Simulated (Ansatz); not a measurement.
Cost and result for the atomization energy of `CSS[SiH2]O` (11 atoms, 10 bonds).

Z-matrix (Å, degrees):
```
C
S 1 1.800
H 1 1.090 2 111.0
H 1 1.089 2 110.4 3 122.8
H 1 1.093 2 106.1 3 -118.7
S 2 2.064 1 102.3 3 -61.3
Si 6 2.142 2 93.5 1 92.2
O 7 1.638 6 112.8 2 61.8
H 7 1.485 6 107.1 2 -60.5
H 7 1.481 6 107.5 2 179.1
H 8 0.960 7 115.5 6 -58.7
```

The species carries charge 0 and has multiplicity 1. All single points use the PBE0-D4/def2-TZVP geometry. It is one conformer, not always the lowest. Program: Ansatz. All runs use 4 threads of an Arm Neoverse V2 on a shared host. Times are those of one run each, without the atoms' runs, and a repeat can differ threefold. Electronic energies, without spin–orbit coupling; frozen cores. CCSD(T)/CBS adds CCSD(T) − MP2 in def2-TZVPP to the MP2 limit, and its time is that of the two runs behind it. T1 = 0.012. HSE06 is the plane-wave form, built on full-range PBE exchange.

CCSD(T)/CBS is a level of theory with its own doubt, some kJ/mol a heavy atom from the limit and from the frozen cores, so smaller differences don't rank the functionals.

```csv
level,functions,wall time,atomization (kJ/mol),difference from CCSD(T)/CBS,per bond
LDA (SPW92)/def2-TZVPP,272,1.3 s,4333.2,544.1,54.4
revPBE-D4/def2-TZVPP,272,2 s,3750.4,-38.7,-3.9
BLYP-D4/def2-TZVPP,272,2 s,3756.6,-32.5,-3.3
PBE-D4/def2-TZVPP (with forces),272,2.4 s,3835.7,46.6,4.7
BHLYP-D4/def2-TZVPP,272,3.3 s,3657.6,-131.5,-13.2
HSE06-D4/def2-TZVPP,272,3.5 s,3772.6,-16.5,-1.7
CCSD(T)/def2-SVP,112,4 s,3461.0,-328.1,-32.8
r2SCANh-D4/def2-TZVPP,272,5.5 s,3767.9,-21.2,-2.1
PBE-QIDH/def2-TZVPP,272,5.5 s,3740.7,-48.4,-4.8
B97M-V/def2-TZVPP,272,8.5 s,3803.3,14.2,1.4
MP2/def2-QZVPP,504,20 s,3798.4,9.3,0.9
CCSD(T)/def2-TZVPP,272,2.6 min,3664.2,-124.9,-12.5
CCSD(T)/CBS(def2),–,2.9 min,3789.1,0.0,0.0
```

From BLYP to BHLYP (50 % exact exchange), in def2-TZVPP and without D4, the atomization energy moves by −73.2 kJ/mol: exact exchange takes away binding that semilocal exchange gives to molecules. The D4 term adds +49.3 kJ/mol with B3LYP and +25.8 kJ/mol with PBE0; it sums over pairs of atoms, weighted by their polarisabilities, and B3LYP, whose exchange is more repulsive, gets the larger term. Leaving LDA and LC-ωPBE aside and taking each functional with its dispersion term where it has one, the values spread over 178.1 kJ/mol, from BHLYP-D4 to PBE-D4. LDA lies +527.8 kJ/mol from PBE without D4, its usual overbinding.

B3LYP here is the variant with VWN-RPA as its local correlation; programs differ in this.
